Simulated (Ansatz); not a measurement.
C₂H₅FOSi₂, SMILES [SiH2]1CC(=O)[Si@H]1F.

Geometry: B3LYP-D3(BJ)/def2-SVP. The structure was generated by enumeration; whether it is a known compound was not checked.

Two levels are set side by side: PBE/def2-SVPD (Ansatz, a quantum-chemistry and plane-wave program) and CAM-B3LYP/def2-SVPD (Ansatz). Energy differences of separate SCF runs at the same geometry; the states with an electron removed or added have multiplicity 2 and 2. Differences are taken from unrounded values.

```json
[
 {"quantity": "vertical ionisation energy (eV)", "CAM-B3LYP": "9.02"},
 {"quantity": "vertical electron affinity (eV)", "CAM-B3LYP": "0.35"},
 {"quantity": "vertical singlet–triplet gap (eV)", "CAM-B3LYP": "2.45"}
]
```

Question: What does PBE give, and how far is it from CAM-B3LYP? (The exact figures need the calculation; the answer reports its results.)

Answer: 
```json
[
 {"quantity": "vertical ionisation energy (eV)", "PBE": "8.66", "PBE minus CAM-B3LYP": "-0.35"},
 {"quantity": "vertical electron affinity (eV)", "PBE": "0.59", "PBE minus CAM-B3LYP": "0.24"},
 {"quantity": "vertical singlet–triplet gap (eV)", "PBE": "2.19", "PBE minus CAM-B3LYP": "-0.26"}
]
```
